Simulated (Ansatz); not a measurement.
Geometry optimisation of SiMe(OAc)3 (C₇H₁₂O₆Si).

```yaml
crystal:
  periodic: [false, false, false]
  atoms:
    - {symbol: Si, position_ang: [0.309260, -0.135670, 0.623290]}
    - {symbol: C, position_ang: [0.228980, -0.615920, 2.445200]}
    - {symbol: H, position_ang: [0.746030, -1.552800, 2.628560]}
    - {symbol: H, position_ang: [-0.798080, -0.731730, 2.778920]}
    - {symbol: H, position_ang: [0.700490, 0.147460, 3.055110]}
    - {symbol: O, position_ang: [1.788110, 0.278000, 0.032010]}
    - {symbol: C, position_ang: [2.682900, 1.084400, 0.615650]}
    - {symbol: C, position_ang: [3.903260, 1.268280, -0.237610]}
    - {symbol: O, position_ang: [2.507890, 1.573240, 1.694530]}
    - {symbol: H, position_ang: [4.567000, 1.998450, 0.214740]}
    - {symbol: H, position_ang: [3.604270, 1.589330, -1.231960]}
    - {symbol: H, position_ang: [4.413850, 0.312220, -0.332020]}
    - {symbol: O, position_ang: [-0.656780, 1.125070, 0.177190]}
    - {symbol: C, position_ang: [-1.986430, 0.993610, 0.042520]}
    - {symbol: C, position_ang: [-2.575320, 2.073050, -0.806730]}
    - {symbol: O, position_ang: [-2.587830, 0.089320, 0.552430]}
    - {symbol: H, position_ang: [-3.653240, 2.104640, -0.681440]}
    - {symbol: H, position_ang: [-2.336970, 1.830230, -1.841650]}
    - {symbol: H, position_ang: [-2.122980, 3.029950, -0.563030]}
    - {symbol: O, position_ang: [-0.100650, -1.484240, -0.229850]}
    - {symbol: C, position_ang: [-0.920100, -1.576470, -1.287040]}
    - {symbol: C, position_ang: [-1.526340, -2.942760, -1.398700]}
    - {symbol: O, position_ang: [-1.135930, -0.660350, -2.028170]}
    - {symbol: H, position_ang: [-1.940330, -3.089000, -2.391400]}
    - {symbol: H, position_ang: [-2.325740, -3.005990, -0.662190]}
    - {symbol: H, position_ang: [-0.785330, -3.702300, -1.168350]}
basis:
  gaussian: {orbitals: def2-SVP}
hamiltonian: {xc: pbe, dispersion: d4}
scf: {lower_state_search: "off"}
output: {orbitals: {seedname: orbitals}}
relax: {f_tol: 0.03, max_steps: 70}
```

```sh
$ ansatz run in.yaml --threads 4 --pin off --events-out ev --progress --plain --max-ram 6963MiB
```

Shortened log:

```
Functional definition: PBE
mean field -27576.05194979 eV, -1013.4012174355 hartree, gradient 1.0e-6 eV, S^2 0.000000; 0 other end points of the search recorded, 0 dependent functions left out
relax step   1: F+E_penalty+E_count = -27576.82209360 eV  Δ(F+E_penalty+E_count) = +0.000e0 eV  max|allowed force component| = 2.293e0 eV/Å  Δτ_max = 0.0000 Å  (23 SCF iters, accepted)
mean field -27576.35222024 eV, -1013.4122521711 hartree, gradient 1.8e-6 eV, S^2 0.000000; 0 other end points of the search recorded, 0 dependent functions left out
relax step   2: F+E_penalty+E_count = -27577.11064921 eV  Δ(F+E_penalty+E_count) = -2.886e-1 eV  max|allowed force component| = 1.279e0 eV/Å  Δτ_max = 0.0970 Å  (21 SCF iters, accepted)
mean field -27576.41773008 eV, -1013.4146596131 hartree, gradient 1.8e-6 eV, S^2 0.000000; 0 other end points of the search recorded, 0 dependent functions left out
relax step   3: F+E_penalty+E_count = -27577.16826862 eV  Δ(F+E_penalty+E_count) = -5.762e-2 eV  max|allowed force component| = 3.945e-1 eV/Å  Δτ_max = 0.0935 Å  (21 SCF iters, accepted)
mean field -27576.43840663 eV, -1013.4154194624 hartree, gradient 1.5e-6 eV, S^2 0.000000; 0 other end points of the search recorded, 0 dependent functions left out
relax step   4: F+E_penalty+E_count = -27577.19109167 eV  Δ(F+E_penalty+E_count) = -2.282e-2 eV  max|allowed force component| = 4.269e-1 eV/Å  Δτ_max = 0.2000 Å  (28 SCF iters, accepted)
mean field -27576.45499818 eV, -1013.4160291905 hartree, gradient 1.0e-6 eV, S^2 0.000000; 0 other end points of the search recorded, 0 dependent functions left out
relax step   5: F+E_penalty+E_count = -27577.20648868 eV  Δ(F+E_penalty+E_count) = -1.540e-2 eV  max|allowed force component| = 1.671e-1 eV/Å  Δτ_max = 0.0681 Å  (22 SCF iters, accepted)
mean field -27576.46569176 eV, -1013.4164221724 hartree, gradient 1.3e-6 eV, S^2 0.000000; 0 other end points of the search recorded, 0 dependent functions left out
relax step   6: F+E_penalty+E_count = -27577.21781742 eV  Δ(F+E_penalty+E_count) = -1.133e-2 eV  max|allowed force component| = 1.652e-1 eV/Å  Δτ_max = 0.2000 Å  (20 SCF iters, accepted)
mean field -27576.46768318 eV, -1013.4164953556 hartree, gradient 2.7e-6 eV, S^2 0.000000; 0 other end points of the search recorded, 0 dependent functions left out
relax step   7: F+E_penalty+E_count = -27577.21802818 eV  Δ(F+E_penalty+E_count) = -2.108e-4 eV  max|allowed force component| = 2.004e-1 eV/Å  Δτ_max = 0.1476 Å  (21 SCF iters, accepted)
mean field -27576.46933432 eV, -1013.4165560342 hartree, gradient 1.5e-6 eV, S^2 0.000000; 0 other end points of the search recorded, 0 dependent functions left out
relax step   8: F+E_penalty+E_count = -27577.22053963 eV  Δ(F+E_penalty+E_count) = -2.511e-3 eV  max|allowed force component| = 1.190e-1 eV/Å  Δτ_max = 0.0801 Å  (21 SCF iters, accepted)
mean field -27576.47043781 eV, -1013.4165965866 hartree, gradient 9.0e-7 eV, S^2 0.000000; 0 other end points of the search recorded, 0 dependent functions left out
relax step   9: F+E_penalty+E_count = -27577.22076596 eV  Δ(F+E_penalty+E_count) = -2.263e-4 eV  max|allowed force component| = 9.173e-2 eV/Å  Δτ_max = 0.0296 Å  (23 SCF iters, accepted)
mean field -27576.47005578 eV, -1013.4165825471 hartree, gradient 9.0e-7 eV, S^2 0.000000; 0 other end points of the search recorded, 0 dependent functions left out
relax step  10: F+E_penalty+E_count = -27577.22072444 eV  Δ(F+E_penalty+E_count) = +4.152e-5 eV  max|allowed force component| = 9.174e-2 eV/Å  Δτ_max = 0.0178 Å  (23 SCF iters, rejected (line search))
mean field -27576.47092780 eV, -1013.4166145933 hartree, gradient 8.8e-7 eV, S^2 0.000000; 0 other end points of the search recorded, 0 dependent functions left out
relax step  11: F+E_penalty+E_count = -27577.22148457 eV  Δ(F+E_penalty+E_count) = -7.186e-4 eV  max|allowed force component| = 3.450e-2 eV/Å  Δτ_max = 0.0086 Å  (24 SCF iters, accepted)
mean field -27576.47129868 eV, -1013.4166282230 hartree, gradient 9.0e-7 eV, S^2 0.000000; 0 other end points of the search recorded, 0 dependent functions left out
relax step  12: F+E_penalty+E_count = -27577.22177112 eV  Δ(F+E_penalty+E_count) = -2.865e-4 eV  max|allowed force component| = 1.144e-2 eV/Å  Δτ_max = 0.0237 Å  (23 SCF iters, accepted)
Total energy: -27577.22183057 eV, -1013.4442097610 hartree
Atom 0 at     0.219753    -0.192764     0.688153 Å, force     0.009753    -0.002298     0.001313 eV/Å
Atom 1 at     0.186262    -0.483865     2.511025 Å, force    -0.003372     0.003229    -0.000357 eV/Å
Atom 2 at     0.810829    -1.359907     2.776054 Å, force     0.000155    -0.002740    -0.000933 eV/Å
Atom 3 at    -0.857406    -0.674479     2.828433 Å, force     0.001805     0.002888    -0.002196 eV/Å
Atom 4 at     0.579618     0.409896     3.031577 Å, force    -0.001897    -0.001466     0.000188 eV/Å
Atom 5 at     1.786959     0.029094     0.035151 Å, force    -0.004619     0.001349     0.004423 eV/Å
Atom 6 at     2.569890     1.052189     0.482661 Å, force     0.000339     0.002116    -0.000645 eV/Å
Atom 7 at     3.869658     1.136926    -0.273990 Å, force    -0.000111    -0.001909     0.000492 eV/Å
Atom 8 at     2.224760     1.791761     1.385258 Å, force     0.000434    -0.000418    -0.002101 eV/Å
Atom 9 at     4.500305     1.938794     0.146527 Å, force    -0.000879    -0.001257    -0.000681 eV/Å
Atom 10 at     3.660624     1.339155    -1.343776 Å, force    -0.000259    -0.000887     0.000041 eV/Å
Atom 11 at     4.398499     0.164314    -0.230351 Å, force     0.001043    -0.000616    -0.000569 eV/Å
Atom 12 at    -0.633132     1.182877     0.147343 Å, force    -0.000415     0.006050    -0.009193 eV/Å
Atom 13 at    -1.994590     1.140062     0.152661 Å, force    -0.003709    -0.011438     0.010637 eV/Å
Atom 14 at    -2.599302     2.275382    -0.623638 Å, force     0.000803     0.002654    -0.001482 eV/Å
Atom 15 at    -2.607595     0.244819     0.708367 Å, force    -0.002251     0.007228    -0.006343 eV/Å
Atom 16 at    -3.688882     2.316529    -0.454357 Å, force    -0.001676    -0.000618     0.000301 eV/Å
Atom 17 at    -2.394570     2.093079    -1.698940 Å, force     0.001421     0.000256     0.003209 eV/Å
Atom 18 at    -2.117686     3.235249    -0.355856 Å, force     0.000467    -0.000933     0.000358 eV/Å
Atom 19 at    -0.299343    -1.620919    -0.070947 Å, force     0.000748    -0.001495     0.002554 eV/Å
Atom 20 at    -0.866987    -1.716913    -1.311434 Å, force     0.000002    -0.001542     0.008142 eV/Å
Atom 21 at    -1.347477    -3.119636    -1.580197 Å, force     0.002835    -0.000461    -0.002025 eV/Å
Atom 22 at    -0.976774    -0.773967    -2.067323 Å, force    -0.001698     0.005119    -0.002177 eV/Å
Atom 23 at    -1.679398    -3.211649    -2.628546 Å, force    -0.001358    -0.000370    -0.000296 eV/Å
Atom 24 at    -2.194269    -3.342515    -0.899378 Å, force    -0.000772    -0.000485     0.000589 eV/Å
Atom 25 at    -0.549758    -3.853490    -1.354467 Å, force     0.003215    -0.001955    -0.003250 eV/Å
Dipole moment:     0.244988    -0.241909    -0.080027 e Å
Checks for a lower state left out: stability, starts, cluster_reference, orbital_swaps, neighbouring_geometries, increment
```

Run time 60 s (4 threads of Arm Neoverse V1 on a shared host).
